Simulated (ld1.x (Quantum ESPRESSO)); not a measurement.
# tin: one change to a TM potential, before and after

| Property | Result |
| --- | --- |
| Element | tin (Sn) |
| Generator | ld1.x (Quantum ESPRESSO) 7.5 |
| Type | norm-conserving Troullier–Martins (Kleinman–Bylander form) |
| Functional | BP86 |
| Relativity | scalar-relativistic |
| Frozen core | [Kr] 4d10 |
| Valence charge | 4 |
| Reference configuration | 5s2 5p1.75 (charge +0.25) |
| Partial waves | 5p (bound): rc 2.60 bohr; 5d channel at -0.1 Ry: rc 2.20 bohr; 5s (bound): rc 1.50 bohr |
| Local potential | the s channel |
| Core correction | Bessel-smoothed model core inside 1.55 bohr |

Change: wave 5s (bound): rc 1.50 bohr becomes 5s (bound): rc 1.36 bohr.

Cutoffs: the cutoffs (Ry, on a coarse ladder) from which the occupation-weighted sum of valence levels, in a spherical-Bessel basis at the reference potential, stays within 10 and 1 mRy of its value at 400 Ry; they do not see the model core or the augmentation charge, which bear on the density cutoff. Errors are all-electron minus pseudo energies relative to the spin-unpolarised reference configuration.

**Question.** What does the change do?

**Answer.** The potential gets harder (35 Ry and 110 Ry → 110 Ry and 180 Ry); the bound ghosts move from d to d, p, s; of the 7 tests that both files solve, the error grows in 1 and shrinks in 1 by more than 15 % and 0.3 meV (median size 18.7 → 23.9 meV); the range in which the s phases agree narrows (upper end 0.8 → -0.3). A smaller radius makes the pseudo-wave follow the all-electron one further in, where it bends more sharply, so more plane waves are needed.

```csv
quantity,base,changed
"cutoff, loose",35 Ry,110 Ry
"cutoff, tight",110 Ry,180 Ry
loose cutoff by channel (10 mRy a level),"p 8 Ry, s 35 Ry","p 10 Ry, s 90 Ry"
bound ghosts,d,"p, d, s (extra level of the local part)"
"error for 5s2 5p2, meV [ΔE -1.15 eV]",+0.1,+0.1
"error for 5s2 5p1, meV [ΔE 5.88 eV]",-5.5,-5.4
"error for 5s2 5p0, meV [ΔE 20.01 eV]",-50,-46
"error for 5s1 5p2, meV [ΔE 13.56 eV]",-37,-32
"error for 5s1 5p0, meV [ΔE 51.18 eV]",-304,-207
"error for 5s1 5p3, meV [ΔE 5.85 eV]",-19,-24
"error for 5s2 5p1.5, meV [ΔE 1.54 eV]",-0.6,-0.7
s: phases at 2.84 bohr within 0.05 rad from the reference energy up to (Ry; the scan ends near 5),0.8,-0.3
p: phases at 2.84 bohr within 0.05 rad from the reference energy up to (Ry; the scan ends near 5),4.2,3.5
d: phases at 2.84 bohr within 0.05 rad from the reference energy up to (Ry; the scan ends near 5),0.6,0.6
```

 A true bound ghost makes a file unfit for plane-wave use even where its test errors are small: the radial tests pick states by their node count and pass the ghost by.
